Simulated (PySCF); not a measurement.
NP, charge -1, doublet, geometry from GFN2-xTB (a state made from the parent by changing its charge; the spin is typed, not shown lowest); CCSD/6-31G* (PySCF).

Input for PySCF:
```python
from pyscf import gto, scf, cc

mol = gto.Mole()
mol.atom = '''
    N    -0.000000   -0.000000   -1.033215
    P     0.000000    0.000000    0.482167
'''
mol.basis = '6-31g*'
mol.charge = -1
mol.spin = 1
mol.verbose = 4
mol.build()

mf = scf.UHF(mol)
mf.kernel()

mycc = cc.CCSD(mf)
mycc.conv_tol = 1e-5
mycc.kernel()
print('E(CCSD) = %.10f' % mycc.e_tot)
mf.analyze()
```

Task: What does PySCF print? Leave out banner, timings and long lists.

Result: 
```
PySCF version 2.14.0

[INPUT] verbose = 4
[INPUT] num. atoms = 2
[INPUT] num. electrons = 23
[INPUT] charge = -1
[INPUT] spin (= nelec alpha-beta = 2S) = 1
[INPUT] symmetry False subgroup None
[INPUT] Mole.unit = angstrom
[INPUT] Symbol           X                Y                Z      unit          X                Y                Z       unit  Magmom
[...]
nuclear repulsion = 36.6664030235281
number of shells = 14
number of NR pGTOs = 78
number of NR cGTOs = 32
basis = 6-31g*
ecp = {}

******** <class 'pyscf.scf.uhf.UHF'> ********
method = UHF
initial guess = minao
damping factor = 0
level_shift factor = 0
DIIS = <class 'pyscf.scf.diis.CDIIS'>
diis_start_cycle = 1
diis_space = 8
diis_damp = 0
SCF conv_tol = 1e-09
SCF conv_tol_grad = None
SCF max_cycles = 50
direct_scf = True
direct_scf_tol = 1e-13
number electrons alpha = 12  beta = 11
Set gradient conv threshold to 3.16228e-05
init E= -394.977891224736

cycle= 1 E= -395.035723209347  delta_E= -0.0578  |g|= 0.295  |ddm|= 1.38
cycle= 2 E= -395.052931998659  delta_E= -0.0172  |g|= 0.288  |ddm|= 0.454
cycle= 3 E= -395.092917091718  delta_E= -0.04  |g|= 0.0362  |ddm|= 0.231
cycle= 4 E= -395.094996565066  delta_E= -0.00208  |g|= 0.0174  |ddm|= 0.0742
cycle= 5 E= -395.095517979456  delta_E= -0.000521  |g|= 0.00862  |ddm|= 0.04
cycle= 6 E= -395.09577661826  delta_E= -0.000259  |g|= 0.00587  |ddm|= 0.0269
cycle= 7 E= -395.095942483328  delta_E= -0.000166  |g|= 0.00566  |ddm|= 0.0165
cycle= 8 E= -395.095946674758  delta_E= -4.19e-06  |g|= 0.00567  |ddm|= 0.000396
cycle= 9 E= -395.095644645557  delta_E= 0.000302  |g|= 0.00502  |ddm|= 0.0316
cycle= 10 E= -395.09547095266  delta_E= 0.000174  |g|= 0.00344  |ddm|= 0.0444
cycle= 11 E= -395.095465597612  delta_E= 5.36e-06  |g|= 0.00119  |ddm|= 0.0496
cycle= 12 E= -395.095463631233  delta_E= 1.97e-06  |g|= 0.000449  |ddm|= 0.0132
cycle= 13 E= -395.095463601645  delta_E= 2.96e-08  |g|= 0.000146  |ddm|= 0.00431
cycle= 14 E= -395.095463654666  delta_E= -5.3e-08  |g|= 3.58e-05  |ddm|= 0.00106
cycle= 15 E= -395.095463656739  delta_E= -2.07e-09  |g|= 1.56e-05  |ddm|= 0.000162
cycle= 16 E= -395.095463656987  delta_E= -2.47e-10  |g|= 7.51e-06  |ddm|= 4.2e-05
Extra cycle  E= -395.09546365703  delta_E= -4.34e-11  |g|= 5.17e-06  |ddm|= 1.42e-05
converged SCF energy = -395.09546365703  <S^2> = 0.78599376  2S+1 = 2.0356756

******** <class 'pyscf.cc.uccsd.UCCSD'> ********
CC2 = 0
CCSD nocc = (np.int64(12), np.int64(11)), nmo = (32, 32)
max_cycle = 50
direct = 0
conv_tol = 1e-05
conv_tol_normt = 1e-06
diis_space = 6
diis_start_cycle = 0
diis_start_energy_diff = 1e+09
Init t2, MP2 energy = -0.267583972210741
Init E_corr(UCCSD) = -0.267583972233759
cycle = 1  E_corr(UCCSD) = -0.26584040670569  dE = 0.00174356553  norm(t1,t2) = 0.0939468
cycle = 2  E_corr(UCCSD) = -0.27776471064217  dE = -0.0119243039  norm(t1,t2) = 0.0324155
cycle = 3  E_corr(UCCSD) = -0.27818287737275  dE = -0.000418166731  norm(t1,t2) = 0.0193674
cycle = 4  E_corr(UCCSD) = -0.280887537345533  dE = -0.00270465997  norm(t1,t2) = 0.0115833
cycle = 5  E_corr(UCCSD) = -0.280672368580081  dE = 0.000215168765  norm(t1,t2) = 0.00474326
cycle = 6  E_corr(UCCSD) = -0.2805767766478  dE = 9.55919323e-05  norm(t1,t2) = 0.00189456
cycle = 7  E_corr(UCCSD) = -0.280657315003164  dE = -8.05383554e-05  norm(t1,t2) = 0.000951729
cycle = 8  E_corr(UCCSD) = -0.280646042083232  dE = 1.12729199e-05  norm(t1,t2) = 0.000301202
cycle = 9  E_corr(UCCSD) = -0.280642153653432  dE = 3.8884298e-06  norm(t1,t2) = 0.00015405
cycle = 10  E_corr(UCCSD) = -0.280642365733213  dE = -2.12079781e-07  norm(t1,t2) = 5.67143e-05
cycle = 11  E_corr(UCCSD) = -0.280642821037992  dE = -4.55304779e-07  norm(t1,t2) = 2.34257e-05
cycle = 12  E_corr(UCCSD) = -0.280642689384007  dE = 1.31653985e-07  norm(t1,t2) = 9.94087e-06
cycle = 13  E_corr(UCCSD) = -0.280642361090131  dE = 3.28293876e-07  norm(t1,t2) = 3.3767e-06
cycle = 14  E_corr(UCCSD) = -0.280642293736787  dE = 6.73533442e-08  norm(t1,t2) = 1.46981e-06
cycle = 15  E_corr(UCCSD) = -0.28064228071773  dE = 1.30190566e-08  norm(t1,t2) = 8.49195e-07
UCCSD converged
E(UCCSD) = -395.3761059377479  E_corr = -0.2806422807177302
E(CCSD) = -395.3761059377
**** SCF Summaries ****
Total Energy =                        -395.095463657030166
Nuclear Repulsion Energy =              36.666403023528062
One-electron Energy =                 -625.082088944785710
Two-electron Energy =                  193.320222264227453
Two-electron Coulomb Energy =          222.744865104190154
DFT Exchange-Correlation Energy =      -29.424642839962701
**** MO energy ****
                             alpha | beta                alpha | beta
[...]
To work with the spin densities directly, `use mulliken_meta_spin()` only printing them here.

 ** Mulliken spin pop alpha/beta on meta-lowdin orthogonal AOs **
 ** Mulliken Spin Density (per AO)  **
spin_pop of  0 N 1s       -0.00000
spin_pop of  0 N 2s        0.01944
spin_pop of  0 N 3s       -0.00070
spin_pop of  0 N 2px       0.40444
spin_pop of  0 N 2py       0.00400
spin_pop of  0 N 2pz       0.00630
spin_pop of  0 N 3px       0.00647
spin_pop of  0 N 3py      -0.00033
spin_pop of  0 N 3pz      -0.00089
spin_pop of  0 N 3dxy      0.00002
spin_pop of  0 N 3dyz     -0.00042
spin_pop of  0 N 3dz^2     0.00012
spin_pop of  0 N 3dxz     -0.00036
spin_pop of  0 N 3dx2-y2    0.00001
spin_pop of  1 P 1s        0.00000
spin_pop of  1 P 2s        0.00036
spin_pop of  1 P 3s        0.01594
spin_pop of  1 P 4s        0.00087
spin_pop of  1 P 2px       0.00001
spin_pop of  1 P 2py       0.00001
spin_pop of  1 P 2pz      -0.00000
spin_pop of  1 P 3px       0.35973
spin_pop of  1 P 3py       0.20351
spin_pop of  1 P 3pz      -0.04262
spin_pop of  1 P 4px       0.01511
spin_pop of  1 P 4py       0.00475
spin_pop of  1 P 4pz       0.00018
spin_pop of  1 P 3dxy      0.00003
spin_pop of  1 P 3dyz     -0.00064
spin_pop of  1 P 3dz^2     0.00091
spin_pop of  1 P 3dxz      0.00374
spin_pop of  1 P 3dx2-y2    0.00002
 ** Mulliken Spin Density (per atom)  **
spin density of  0 N =      0.43810
spin density of  1 P =      0.56190
 ** Mulliken pop alpha/beta on meta-lowdin orthogonal AOs **
 ** Mulliken pop       alpha | beta **
[...]
In total            12.00000 | 11.00000
 ** Mulliken atomic charges   ( Nelec_alpha | Nelec_beta ) **
charge of  0N =     -0.68226  (     4.06018      3.62208 )
charge of  1P =     -0.31774  (     7.93982      7.37792 )

WARN: System has nonzero charge -1; the dipole moment is origin-dependent.
Location of origin: [0. 0. 0.]

Dipole moment(X, Y, Z, Debye): -0.00000,  0.00000,  1.51576
```
